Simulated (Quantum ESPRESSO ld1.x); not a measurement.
Results of a calculation; reference values are marked as such.
Problem. All-electron atom: Mo7+ in [Ar] 3d10 4s2 4p5. Level of theory: scalar-relativistic Kohn-Sham, LDA (Slater exchange, Perdew-Zunger correlation), spin-polarised, spherical densities, point nucleus; open shells are filled with parallel spins first (ld1.x of Quantum ESPRESSO 7.5). Some entries of the table are withheld. Estimate them.

orbital  occ.  eigenvalue (eV)  <r^2> (bohr^2)  r(max) (bohr)
1s up       1         -19906.1        0.001672          0.023
1s down     1         -19905.9        0.001672          0.023
2s up       1         -2907.59         0.02791          0.130
2s down     1         -2907.44         0.02791          0.130
2p up       3         -2613.08         0.02194          0.104
2p down     3         -2612.88         0.02194          0.104
3s up       1         -584.218          0.2108          0.382
3s down     1         -583.965          0.2107          0.382
3p up       3         -487.684          0.2154          0.376
3p down     3         -487.405          0.2152          0.376
3d up       5         -330.298             (1)          0.321
3d down     5         -330.008             (2)          0.321
4s up       1         -164.988           1.235          0.967
4s down     1         -163.761           1.237          0.967
4p up       3         -136.915           1.436           1.03
4p down     2         -135.715           1.441           1.03

Solution. 
(1) 3d up <r^2> (bohr^2): 0.2054
(2) 3d down <r^2> (bohr^2): 0.2051
